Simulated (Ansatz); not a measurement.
Consider the substitution at a C–C bond: `FCC(F)CC(F)F` + HI → `FCC(F)I` + `CC(F)F`.

Computed with Ansatz on PBE0-D4/def2-TZVP structures; ΔE is electronic, products minus reactants. CCSD(T)/CBS is the MP2 limit (def2-TZVPP, def2-QZVPP) plus CCSD(T) − MP2 in def2-TZVPP, frozen cores. Functionals use def2-TZVPP. def2 core potentials past Kr. For I outer-core shells are correlated without core-valence functions, which leaves a few kJ/mol of doubt a bond. One conformer a species, not always the lowest.

`FCC(F)CC(F)F`:

```xyz
14

F     1.010    0.157    2.839
C     0.915   -0.489    1.629
C     0.161    0.358    0.641
F     0.921    1.480    0.339
C    -0.124   -0.392   -0.641
C    -0.902    0.439   -1.627
F    -1.086   -0.268   -2.771
F    -2.134    0.721   -1.125
H     0.391   -1.437    1.783
H     1.928   -0.685    1.263
H    -0.766    0.716    1.100
H    -0.709   -1.292   -0.432
H     0.815   -0.694   -1.113
H    -0.420    1.386   -1.883
```

HI:

Cartesian coordinates in Å:
```
I 0.630 -0.338 -0.370
H -0.630 0.338 0.370
```

`FCC(F)I`:

Cartesian coordinates in Å:
```
F -0.991 -1.227 -0.992
C -0.468 0.002 -0.653
C 0.396 -0.157 0.566
F -0.348 -0.510 1.641
I 1.382 1.720 0.946
H 0.129 0.373 -1.489
H -1.292 0.689 -0.446
H 1.190 -0.891 0.427
```

`CC(F)F`:

Z-matrix (Å, degrees):
```
C
C 1 1.497
H 1 1.091 2 109.4
H 1 1.091 2 109.9 3 -120.0
H 1 1.090 2 109.9 3 120.0
F 2 1.361 1 110.3 3 58.9
F 2 1.361 1 110.3 3 -59.0
H 2 1.095 1 114.0 3 180.0
```

```json
{"level": "LDA (SPW92)", "ΔE (kJ/mol)": "18.8"}
{"level": "CAM-B3LYP-D4", "ΔE (kJ/mol)": "21.2"}
{"level": "PBE-QIDH", "ΔE (kJ/mol)": "18.1"}
{"level": "PBE", "ΔE (kJ/mol)": "4.9"}
{"level": "CAM-B3LYP", "ΔE (kJ/mol)": "20.5"}
{"level": "HF/def2-SVP", "ΔE (kJ/mol)": "45.8"}
{"level": "MP2/def2-TZVPP", "ΔE (kJ/mol)": "13.1"}
{"level": "MP2/CBS(def2)", "ΔE (kJ/mol)": "6.2"}
```

Question: What does CCSD(T)/CBS give? (An estimate is asked.)

Answer: Ansatz gave: +13.3 kJ/mol. The listed levels differ from it by 5.5, 7.9, 4.8, -8.4, 7.2, 32.5, -0.2, -7.1 kJ/mol.

Largest T1 diagnostic among the species: 0.011.

At CCSD(T), def2-SVP lies +28.7 kJ/mol from the extrapolated value and def2-TZVPP +6.9 kJ/mol. Leaving LDA and LC-ωPBE aside and taking each functional with its dispersion term where it has one, the values, not all of them listed here, spread over 18.7 kJ/mol, from BLYP-D4 to ωB97X-V. LDA lies +13.9 kJ/mol from PBE without D4.
